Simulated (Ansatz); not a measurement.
`C#CSB[SiH2]C` + CH₃OH → `C[SiH2]BO` + `C#CSC`  (formal exchange of groups at a B–S bond)

Isolated molecules relaxed with PBE0-D4/def2-TZVP in Ansatz; ΔE leaves out vibrations. CCSD(T)/CBS adds triple-zeta CCSD(T) − MP2 to the extrapolated MP2 energy (def2 sets, frozen cores). This one scheme is used for every species. Functionals use def2-TZVPP. B3LYP here is the variant with VWN-RPA as its local correlation; programs differ in this. Each species was taken in one conformer, which may not be the lowest.

```
             level  ΔE (kJ/mol)  difference from CCSD(T)/CBS
            PBE-D4        -99.3                         21.4
         revPBE-D4        -96.2                         24.5
         r2SCAN-D4       -108.7                         12.0
           PBE0-D4       -104.9                         15.8
          B3LYP-D4       -134.5                        -13.8
              BLYP       -148.0                        -27.3
  CCSD(T)/def2-SVP       -121.0                         -0.3
     HF/def2-TZVPP       -193.9                        -73.2
SCS-MP2/def2-TZVPP       -120.2                          0.5
    MP2/def2-QZVPP       -100.9                         19.8
       CCSD(T)/CBS       -120.7                            0
```

Question: What do rigid-rotor, harmonic-oscillator terms from PBE0-D4/def2-TZVP frequencies (298.15 K, 1 bar) make of the CCSD(T)/CBS value? (Estimate.)

Answer: Ansatz gave: ΔZPE = -1.3 kJ/mol, ΔH = -121.8 kJ/mol, ΔS = 19 J/(mol·K), ΔG = -127.4 kJ/mol. Modes under 50 cm⁻¹ make the entropy rough.

Largest T1 diagnostic among the species: 0.013.

The D4 term adds +13.2 kJ/mol with B3LYP and +7.2 kJ/mol with PBE0; it sums over pairs of atoms, weighted by their polarisabilities, and B3LYP, whose exchange is more repulsive, gets the larger term. From r2SCAN to r2SCAN0 (25 % exact exchange), in def2-TZVPP and without D4, ΔE moves by −3.5 kJ/mol. In def2-TZVPP, CCSD(T) changes the Hartree–Fock value by +73.3 kJ/mol (the triples alone add +14.5 kJ/mol) and MP2 by +93.0 kJ/mol.
